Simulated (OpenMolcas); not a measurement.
Fe VI: effect of the IPEA shift

```json
{"Program": "OpenMolcas 26.06", "Basis": "ANO-R1 [5s4p2d1f]", "Scalar Hamiltonian": "X2C, finite nucleus", "Active space": "3 electrons in 5 orbitals (3d)", "State averaging": "2S+1 = 4 even, 10 roots; 2S+1 = 2 even, 40 roots", "Spin-orbit coupling": "RASSI with atomic mean-field integrals over the reference wave functions, term energies averaged over their components"}
```

Methods on the same reference wave functions:
A. CASSCF
B. MS-CASPT2, IPEA 0 Eh, imaginary shift 0.1 Eh (closed shells correlated: 3s 3p)
C. MS-CASPT2, IPEA 0.25 Eh, imaginary shift 0.1 Eh (closed shells correlated: 3s 3p)

Energies in eV above 3d³ ⁴F_3/2, the measured ground level; measured values from Corliss and Sugar, J. Phys. Chem. Ref. Data 11, 135 (1982).

```json
{"Level": "3d³ ⁴F_3/2", "A": "0.0000", "B": "0.0000", "C": "0.0000", "Measured": "0.0000"}
{"Level": "3d³ ⁴F_5/2", "A": "0.0644", "B": "0.0649", "C": "0.0649", "Measured": "0.0634"}
{"Level": "3d³ ⁴F_7/2", "A": "0.1514", "B": "0.1522", "C": "0.1522", "Measured": "0.1473"}
{"Level": "3d³ ⁴F_9/2", "A": "0.2585", "B": "0.259", "C": "0.259", "Measured": "0.2480"}
{"Level": "3d³ ⁴P_1/2", "A": "2.8461", "B": "2.443", "C": "2.466", "Measured": "2.3233"}
{"Level": "3d³ ⁴P_3/2", "A": "2.8697", "B": "2.466", "C": "2.489", "Measured": "2.3485"}
{"Level": "3d³ ²G_7/2", "A": "2.9250", "B": "2.643", "C": "2.688", "Measured": "2.5561"}
{"Level": "3d³ ⁴P_5/2", "A": "2.9492", "B": "2.546", "C": "2.568", "Measured": "2.4314"}
{"Level": "3d³ ²G_9/2", "A": "3.0116", "B": "2.733", "C": "2.778", "Measured": "2.6427"}
{"Level": "3d³ ²P_1/2", "A": "3.8535", "B": "3.425", "C": "3.462", "Measured": "3.2850"}
{"Level": "3d³ ²H_9/2", "A": "3.8667", "B": "3.760", "C": "3.787", "Measured": "3.5614"}
{"Level": "3d³ ²P_3/2 [54 %]", "A": "3.8670", "B": "3.381", "C": "3.422", "Measured": ""}
{"Level": "3d³ ²H_11/2", "A": "3.9301", "B": "3.827", "C": "3.853", "Measured": "3.6207"}
{"Level": "3d³ ²D_3/2(1) [56 %]", "A": "4.2364", "B": "3.674", "C": "3.716", "Measured": "3.5494"}
{"Level": "3d³ ²D_5/2(1)", "A": "4.2730", "B": "3.651", "C": "3.699", "Measured": "3.5316"}
{"Level": "3d³ ²F_7/2", "A": "6.6190", "B": "6.013", "C": "6.056", "Measured": "5.7302"}
{"Level": "3d³ ²F_5/2", "A": "6.6571", "B": "6.051", "C": "6.094", "Measured": "5.7781"}
{"Level": "3d³ ²D_5/2(2)", "A": "10.3325", "B": "9.384", "C": "9.408", "Measured": "8.8906"}
{"Level": "3d³ ²D_3/2(2)", "A": "10.3778", "B": "9.427", "C": "9.454", "Measured": "8.9329"}
```

Deviations, from unrounded energies. A percentage is the sum of absolute deviations over the sum of measured energies, with the sign that they share, or ± where signs differ.

```
                        Against measurement  Levels      A     B     C
             mean absolute deviation (cm-1)      17   4500  1400  1600
      fine structure of the ground term (%)       3   +3.4  +3.8  +3.8
other terms of the ground configuration (%)      14  +16.2  +4.8  +5.6
```

B lies closest to measurement on these levels and A furthest from it. The largest miss of B in the table is 3d³ ²D_3/2(2), by +4000 cm-1. The ranking rests on the paired levels alone, and a cruder setting can come out closer through cancelling errors.

Between B and C the level of the table that moves most is 3d³ ²D_5/2(1), by 390 cm-1 (lowest in B, highest in C). Moves below CASPT2's spread within the term are not significant.

The mean deviations of B to C differ by less than CASPT2's widest spread within a term (880 cm-1), so their order carries little weight.

From A to B the spin-free energies of the other terms of 3d³ shown, above ⁴F, scale by factors of 0.85 to 0.97.

The lowest spin-free term lies below A's lowest term by 0.228 hartree in B, 0.223 hartree in C.

CASPT2 does not keep the components of a term degenerate, so their means are used; among the terms shown or strongly mixed into the levels shown the widest spread is 880 cm-1 (3d³ ⁴F, B). The basis is small and was not contracted for so high a charge. Without dynamic correlation excited terms often stand tens of per cent too high (terms of higher spin than the ground term too low), and those without a measured partner can miss by more than the paired ones (holds for A). Measured partners are found by configuration, term and J. A level has none where our copy of the source lacks it or the pairing is in doubt (some pairs that miss far off the trend of their configuration count as doubtful), and it then counts in no deviation. Levels of configurations outside the active space are missing.

A share in square brackets marks a mixed level and gives the weight of the term that names it, the lowest over the columns. A number in round brackets counts repeated terms of one configuration in the order of the reference energies.
